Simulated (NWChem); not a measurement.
System meant: SiH2Cl, doublet; SMILES [SiH2]Cl

Here is an NWChem input.

```
start job
memory heap 200 mb stack 700 mb global 900 mb
geometry units angstroms noautoz
  Si     0.129910     1.026644     0.000000
  Cl    -0.001328    -1.051600     0.000000
  H     -0.546948     1.539381     1.225218
  H     -0.546948     1.539381    -1.225218
end
basis spherical
  * library def2-svp
end
dft
  odft
  mult 2
  xc pbe0
  iterations 4
  mulliken
end
task dft energy
```

End of the output:

```
     --------------------------
     Expectation value of S2:
     --------------------------
      <S2> =      0.7516 (Exact =     0.7500)

 center of mass
 --------------
 x =   0.03586507 y =   0.11849950 z =   0.00000000

 moments of inertia (a.u.)
 ------------------
         270.171848799393           0.000000000000           0.000000000000
           0.000000000000          14.047999971211           0.000000000000
           0.000000000000           0.000000000000         262.609114305332

     Multipole analysis of the density
     ---------------------------------

     L   x y z        total         alpha         beta         nuclear
     -   - - -        -----         -----         ----         -------
     0   0 0 0     -0.000000    -17.000000    -16.000000     33.000000

     1   1 0 0      0.009374     -0.467595      0.476969     -0.000000
     1   0 1 0     -0.542104      0.736266     -1.278370      0.000000
     1   0 0 1     -0.000000      0.000000     -0.000000      0.000000

     2   2 0 0    -20.191002    -13.766344     -9.437283      3.012626
     2   1 1 0     -0.043197     -0.554016     -2.958573      3.469391
     2   1 0 1      0.000000      0.000000      0.000000      0.000000
     2   0 2 0    -19.319240    -81.585538    -74.382543    136.648840
     2   0 1 1      0.000000      0.000000     -0.000000      0.000000
     2   0 0 2    -20.077641    -16.325216    -14.473896     10.721472

 ------------------------------------------------------------------------
 dft energy failed                                                                                  0
 ------------------------------------------------------------------------
 ------------------------------------------------------------------------
  current input line :
    19: task dft energy
 ------------------------------------------------------------------------
 ------------------------------------------------------------------------
 This type of error is most commonly associated with calculations not reaching convergence criteria
 ------------------------------------------------------------------------
 For more information see the NWChem manual at https://nwchemgit.github.io

0:dft energy failed:Received an Error in Communication
```

Q: Can this run be used? If not, why, and what is the fix?

A: The run did not converge; its last values are not results. Cause: the SCF was allowed too few iterations. This input runs:
```
start job
memory heap 200 mb stack 700 mb global 900 mb
geometry units angstroms noautoz
  Si     0.129910     1.026644     0.000000
  Cl    -0.001328    -1.051600     0.000000
  H     -0.546948     1.539381     1.225218
  H     -0.546948     1.539381    -1.225218
end
basis spherical
  * library def2-svp
end
dft
  odft
  mult 2
  xc pbe0
  iterations 150
  mulliken
end
task dft energy
```
It converges to -750.36842 Ha (PBE0/def2-SVP, spin-unrestricted).
